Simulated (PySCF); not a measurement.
PySCF 2.14 output of an unrestricted MN15 calculation on a single atom or ion in aug-cc-pVDZ-DK, with the spin-free X2C one-electron Hamiltonian (Gaussian nucleus):

```
SCF conv_tol = 1e-09
number electrons alpha = 18  beta = 15
    H. S. Yu, X. He, S. L. Li, and D. G. Truhlar.,  Chem. Sci. 7, 5032-5051 (2016)
    H. S. Yu, X. He, S. L. Li, and D. G. Truhlar.,  Chem. Sci. 7, 5032-5051 (2016)
cycle= 1 E= -2788.99438610726  delta_E= -0.0137  |g|= 0.0519  |ddm|= 0.302
cycle= 2 E= -2788.99480164769  delta_E= -0.000416  |g|= 0.0148  |ddm|= 0.097
cycle= 3 E= -2788.99483859146  delta_E= -3.69e-05  |g|= 6.23e-05  |ddm|= 0.0239
cycle= 4 E= -2788.99483859444  delta_E= -2.98e-09  |g|= 0.000101  |ddm|= 0.000374
cycle= 5 E= -2788.99483859205  delta_E= 2.39e-09  |g|= 5.36e-06  |ddm|= 0.000267
cycle= 6 E= -2788.99483859206  delta_E= -1.09e-11  |g|= 3.5e-06  |ddm|= 3.26e-05
converged SCF energy = -2788.99483859206  <S^2> = 3.7502164  2S+1 = 4.0001082
```

The run itself started from symmetry-adapted Hartree-Fock orbitals and held the occupation by maximum overlap, on a logarithmic radial grid, so the iterations belong to that start.

Q: Which element, charge and spin multiplicity is this?

A: Kr³⁺ (krypton, charge +3), multiplicity 4; the state was [Ar] 3d10 4s2 4p3, high-spin 4S determinant.
